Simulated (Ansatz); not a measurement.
The same path of FGeH3 + FH (7 atoms, charge 0, multiplicity 1) was run twice with different band settings. Lost on the way: Ge1–H2, F6–H7. Made: Ge1–F6, H2–H7.

These are results of RHF/def2-SVP in Ansatz, not measurements.

Relaxed end points:

```xyz
7
Properties=species:S:1:pos:R:3
Ge 0.416 -0.193 -0.012
H 0.849 -0.483 1.418
H 1.547 0.359 -0.872
F -0.748 1.115 0.095
H -0.319 -1.348 -0.678
F -2.550 0.020 1.629
H -2.142 0.646 1.110
```

```xyz
7
Properties=species:S:1:pos:R:3
Ge -0.406 0.286 -0.610
H 0.053 -1.028 2.988
H 0.917 0.895 -0.194
F -0.908 1.036 -2.065
H -0.479 -1.215 -0.801
F -1.589 0.738 0.544
H -0.536 -0.596 2.828
```

Common settings: movable images 7; climbing image yes; spring 5.0 eV/Å²; optimiser quadratic models (default); force threshold 0.05 eV/Å; iteration limit 60; end points relaxed.

| run | start path |
| --- | --- |
| 1 | through a guess of the saddle point |
| 2 | straight line |

(1) What does each run give, and how far can it be trusted?

Results:

(1) Run 1: converged after 35 iterations, highest image 2.499 eV above the first end. Neighbouring images differ by up to 1.8 eV, so the band resolves the path poorly. A vibrational analysis at the climbing image gives one clearly imaginary mode, 1611i cm⁻¹: a first-order saddle point.
Run 2: converged after 23 iterations, highest image 2.499 eV above the first end. Neighbouring images differ by up to 1.8 eV, so the band resolves the path poorly. Another band between the same ends (7 images) ends at a top of the same energy, where a vibrational analysis finds 1 clearly imaginary mode.
The orbitals stay closed-shell, which can raise the energy where a bond breaks towards radicals; this wasn't checked here.
